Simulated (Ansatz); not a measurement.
Consider the ligand exchange at a Ga–F bond: `[F][GaH][F]` + `BN` → `B[NH][GaH][F]` + H–F.

Isolated molecules relaxed with PBE0-D4/def2-TZVP in Ansatz; ΔE leaves out vibrations. CCSD(T)/CBS adds triple-zeta CCSD(T) − MP2 to the extrapolated MP2 energy (def2 sets, frozen cores). This one scheme is used for every species. Functionals use def2-TZVPP. For Ga outer-core shells are correlated without core-valence functions, which leaves a few kJ/mol of doubt a bond. Scalar relativity is left out up to krypton. Each species was taken in one conformer, which may not be the lowest.

CCSD(T)/CBS gives +41.3 kJ/mol.

Q: Another level gave +58.5 kJ/mol. Which?
A. PBE/def2-TZVPP
B. revPBE-D4/def2-TZVPP
C. BLYP/def2-TZVPP
D. MP2/def2-TZVPP

A: A. PBE 58.5, revPBE-D4 51.6, BLYP 67.2, MP2/def2-TZVPP 43.8 kJ/mol.

Q: What do rigid-rotor, harmonic-oscillator terms from PBE0-D4/def2-TZVP frequencies (298.15 K, 1 bar) make of the CCSD(T)/CBS value? (Estimate.)

A: The calculation gave: ΔZPE = -6.3 kJ/mol, ΔH = +37.8 kJ/mol, ΔS = -8 J/(mol·K), ΔG = +40.1 kJ/mol.

Largest T1 diagnostic among the species: 0.015.

From PBE to PBE0 (25 % exact exchange), in def2-TZVPP and without D4, ΔE moves by −4.5 kJ/mol. Leaving LDA and LC-ωPBE aside and taking each functional with its dispersion term where it has one, the values, not all of them listed here, spread over 13.4 kJ/mol, from PBE-QIDH to B97M-V. LDA lies −8.5 kJ/mol from PBE without D4. In def2-TZVPP, CCSD(T) changes the Hartree–Fock value by −16.8 kJ/mol (the triples alone add −1.5 kJ/mol) and MP2 by −18.9 kJ/mol.
